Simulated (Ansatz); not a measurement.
`C=C[SiH2]CN` + H₂ → `C=C[SiH3]` + CH₃NH₂ at 700 K and 1 bar (hydrogenolysis of the Si–C bond).

Gas-phase electronic energies from Ansatz, PBE0-D4/def2-TZVP geometries. CCSD(T)/CBS is the MP2 limit (def2-TZVPP, def2-QZVPP) plus CCSD(T) − MP2 in def2-TZVPP, frozen cores. This one scheme is used for every species. Each species was taken in one conformer, which may not be the lowest.

```tsv
species	CCSD(T)/CBS energy (Eh)	H − E (kJ/mol)	S (J/(mol·K))
`C=C[SiH2]CN`	-463.32485	390.7	496.5
H₂	-1.17544	46.8	155.3
`C=C[SiH3]`	-368.76077	234.3	375.6
CH₃NH₂	-95.75281	207.6	296.6
```

H − E and S are ideal-gas, rigid-rotor, harmonic terms from PBE0-D4/def2-TZVP, for one conformer and one mirror image of each species. The MP2-based limit puts H₂ 0.8 mEh under its directly extrapolated value; such offsets cancel only in part. 1 Eh = 2625.50 kJ/mol, R = 8.31446 J/(mol·K).

By hand: ΔE, ΔH, ΔS and ΔG.

ΔE = (-368.76077) + (-95.75281) − (-463.32485) − (-1.17544) = -0.01329 Eh = -34.9 kJ/mol. Δ(H − E) = 234.3 + 207.6 − 390.7 − 46.8 = 4.4, so ΔH = -30.5 kJ/mol. ΔS = 375.6 + 296.6 − 496.5 − 155.3 = 20.4 J/(mol·K). ΔG = -30.5 − 700 × (20.4)/1000 = -44.8 kJ/mol.

By hand: the equilibrium constant, and the temperature at which ΔG would vanish if ΔH and ΔS stayed fixed.

log₁₀ K = −ΔG/(RT ln 10) = 3.3. ΔH and −TΔS have one sign here, so there is no such temperature.

TΔS isn't small against ΔH here. A doubt of 5 kJ/mol in ΔE shifts log₁₀ K by 0.4 here. Other conformers and mirror images would add mixing entropy, several J/(mol·K) or more a flexible species. Modes under 60 cm⁻¹, often nearly free rotors, make the harmonic entropy too high. These are equilibria of isolated gas molecules and say nothing of rates. Largest T1 diagnostic: 0.011 (customary marks: 0.02 for closed shells, 0.045 for open ones).
